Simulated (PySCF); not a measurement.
Multinuclear NMR of C₆H₁₁N₃Si

Geometry:
```
atom   x (Å)   y (Å)   z (Å)
  C1   3.259  -1.024  -0.126
  C2   2.041  -0.514  -0.280
  C3   1.198  -0.097   0.809
  C4   1.401  -0.057   2.179
  N5   0.285   0.422   2.755
  N6  -0.577   0.677   1.850
  N7  -0.069   0.380   0.646
 Si8  -1.081   0.616  -0.793
  C9  -2.586   1.586  -0.196
 C10  -1.522  -1.107  -1.462
 H11   3.698  -1.163   0.847
 H12   3.856  -1.319  -0.971
 H13   1.622  -0.385  -1.269
 H14   2.256  -0.333   2.759
 H15  -0.245   1.371  -1.741
 H16  -3.305   1.722  -0.997
 H17  -2.302   2.567   0.171
 H18  -3.079   1.068   0.622
 H19  -0.641  -1.719  -1.637
 H20  -2.157  -1.644  -0.762
 H21  -2.061  -1.030  -2.401
```

Theoretical values (PySCF 2.14.0 with density-fitted response routines): PBE0/pcSseg-1 with gauge-including orbitals, GFN2-xTB structure. No relativistic terms, one computed conformer, averaged over atoms made equivalent by symmetry, fast rotation or ring inversion, isolated molecule.

(1) What are the $^{29}$Si shifts?

(2) Predict the $^{15}$N NMR data.

## Answers

(1) 
| atoms | environment | σ (ppm) | δ (ppm) |
| --- | --- | --- | --- |
| Si8 | silicon bonded to 2 C, N, H | 356.2 | -12.9 |

Shieldings were converted by a linear fit to measured shifts: $^{29}$Si (scatter 8.9 ppm rms, 25.8 ppm with the 6 outliers that the fit left out vs TMS, solution or neat liquid). A few per cent of atoms miss by over 2 rms, more outside the fitted compound classes.

On a 500 MHz spectrometer $^{29}$Si resonates near 99.3 MHz, so 1 ppm is 99.3 Hz.

(2) 
```tsv
atoms	environment	σ (ppm)	δ (ppm)
N6	pyridine-type nitrogen of an azole	-143.3	-16.1
N5	pyridine-type nitrogen of an azole	-128.8	-29.4
N7	pyrrole-type ring nitrogen	1.4	-149.4
```

Shieldings were converted by a linear fit to measured shifts: $^{15}$N: δ = -148.07 − 0.921σ (rms 6.3 ppm, 71 shifts vs CH3NO2, solution or neat liquid). A few per cent of atoms miss by over 2 rms, more outside the fitted compound classes.

On a 300 MHz spectrometer $^{15}$N resonates near 30.4 MHz, so 1 ppm is 30.4 Hz.
